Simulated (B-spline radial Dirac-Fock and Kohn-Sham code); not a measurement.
Calculated with a radial finite-basis atomic code, using configuration-average Dirac-Fock orbitals.

Q: This computed X-ray form factor belongs to an atom or ion in its tabulated ground configuration. Which?

| sin θ/λ (Å⁻¹) | f₀ |
| --- | --- |
| 0.2 | 26.719 |
| 0.25 | 25.608 |
| 0.45 | 20.447 |
| 0.6 | 16.690 |
| 0.9 | 10.986 |
| 1.2 | 7.883 |
| 1.4 | 6.778 |
| 1.8 | 5.529 |
| 6 | 1.154 |

A: Kr⁷⁺, with 29 electrons in [Ar] 3d10 4s1. f₀ tends to the number of electrons as s goes to zero, which the first rows give only roughly, and the rate of fall reflects the nuclear charge, 36.

Q: This computed X-ray form factor belongs to an atom or ion in its tabulated ground configuration. Which?

```tsv
sin θ/λ (Å⁻¹)	f₀
0.05	54.859
0.07	54.724
0.08	54.640
0.11	54.322
1.71	15.980
2.16	13.205
2.72	10.218
3.43	7.317
6.86	3.362
```

A: Re²⁰⁺, with 55 electrons in [Kr] 4d10 4f9. f₀ tends to the number of electrons as s goes to zero, which the first rows give only roughly, and the rate of fall reflects the nuclear charge, 75.
